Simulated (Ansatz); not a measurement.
Compare A (`C=C1CBO1`) with its isomer B (`OCB1C=C1`).

Program: Ansatz. Geometries: PBE0-D4/def2-TZVP. ΔE: electronic, gas phase. CCSD(T)/CBS is the MP2 limit (def2-TZVPP, def2-QZVPP) plus CCSD(T) − MP2 in def2-TZVPP, frozen cores. DFT in def2-TZVPP. B3LYP here is the variant with VWN-RPA as its local correlation; programs differ in this. Each species was taken in one conformer, which may not be the lowest.

Task: Which is lower in electronic energy at CCSD(T)/CBS, and by how much? (Estimate.)

Result: The calculation gave: A, by 35.1 kcal/mol.

Task: Give E(B) − E(A) in kcal/mol with CCSD(T)/def2-SVP, ωB97M-V, HF/def2-TZVPP, CCSD(T)/def2-TZVPP, B3LYP, B3LYP-D4, LDA (SPW92). (An estimate is asked.)

Result: Computed: CCSD(T)/def2-SVP 38.9, ωB97M-V 34.3, HF/def2-TZVPP 32.4, CCSD(T)/def2-TZVPP 35.9, B3LYP 34.3, B3LYP-D4 34.8, LDA (SPW92) 38.0. None reverses the order clearly.

Task: Does the order hold for the free energy at 298.15 K (harmonic terms from PBE0-D4)? (Estimate.)

Result: Computed: Yes: G(B) − G(A) = +34.0 kcal/mol, for one conformer each.

Largest T1 diagnostic: 0.014.

Leaving LDA and LC-ωPBE aside and taking each functional with its dispersion term where it has one, the values, not all of them listed here, spread over 2.5 kcal/mol, from B97M-V to BLYP-D4. LDA lies +3.1 kcal/mol from PBE without D4. From r2SCAN to r2SCAN0 (25 % exact exchange), in def2-TZVPP and without D4, E(B) − E(A) moves by −0.9 kcal/mol.
